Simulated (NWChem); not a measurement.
A series in which one site is exchanged, each optimised at PBE0/def2-SVP with NWChem, gas phase unless a solvent is named. All stand in one matching conformer (torsions within 35°), which need not be the lowest. For some, no frequency run checked for a minimum. def2 effective core potentials on I; no spin-orbit coupling.

A: C[S][MgH] (CH₄MgS; site = H)
B: [Mg]([Cl])[S]C (CH3ClMgS; site = Cl)
C: [I][Mg][S]C (CH3IMgS; site = I)
D: C[S][Mg][F] (CH3FMgS; site = F)

Values for A:

```
Item                                                Value
--------------------------------------------------  -----
dipole (D), PBE0/def2-SVP                            1.41
orbital gap (eV), PBE0/def2-SVP                      5.62
static polarisability, PBE/def2-SVPD (bohr³)         69.6
lowest singlet excitation, PBE/def2-SVPD, TDA (eV)   3.79
```

**Question.** How do these values change for the other members?

**Answer.** 
| change from A | B | C | D |
|---|---|---|---|
| dipole (D), PBE0/def2-SVP | +0.43 | +0.25 | +0.40 |
| orbital gap (eV), PBE0/def2-SVP | -0.37 | -0.49 | -0.36 |
| static polarisability, PBE/def2-SVPD (bohr³) | +8.2 | +35.5 | -8.9 |
| lowest singlet excitation, PBE/def2-SVPD, TDA (eV) | -0.30 | -0.41 | -0.28 |
